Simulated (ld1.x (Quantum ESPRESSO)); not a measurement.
Reading a pseudo-wave (Ar)

Columns: radius, all-electron u(r) and pseudo u(r) of the 3p shell (level -10.27 eV) of argon in the configuration [Ne] 3s2 3p6; PBE, scalar-relativistic, TM scheme, ld1.x (Quantum ESPRESSO) 7.5.

```csv
r (bohr),all-electron,pseudo
0.065,0.1296,-0.0052
0.130,0.2954,-0.0207
0.195,0.3794,-0.0462
0.260,0.3759,-0.0812
0.325,0.3069,-0.1248
0.390,0.1975,-0.1761
0.455,0.0678,-0.2340
0.520,-0.0675,-0.2969
0.585,-0.1989,-0.3634
0.650,-0.3205,-0.4315
0.715,-0.4290,-0.4991
0.780,-0.5233,-0.5642
0.845,-0.6031,-0.6247
0.910,-0.6686,-0.6786
0.975,-0.7206,-0.7244
1.040,-0.7600,-0.7612
1.105,-0.7883,-0.7885
1.170,-0.8066,-0.8066
1.235,-0.8164,-0.8164
1.300,-0.8188,-0.8188
1.365,-0.8151,-0.8151
1.430,-0.8063,-0.8063
1.495,-0.7933,-0.7933
1.560,-0.7770,-0.7770
1.625,-0.7581,-0.7581
1.690,-0.7371,-0.7371
```

(1) How many radial nodes do the two functions have?

(2) At about which radius was the pseudo-wave matched?

(3) Is the pseudo-wave norm-conserving?

Answers

(1) The all-electron 3p function has n − l − 1 = 1; the pseudo-wave has 0, since the states of the same l below it are removed with the core.

(2) 1.25 bohr. The columns agree to 0.0005 from 1.10 bohr on; several derivatives are matched, so the curves merge somewhat inside the radius.

(3) Yes: the TM scheme keeps the norm inside the radius equal to the all-electron one, which fixes the energy derivative of the logarithmic derivative at the level.
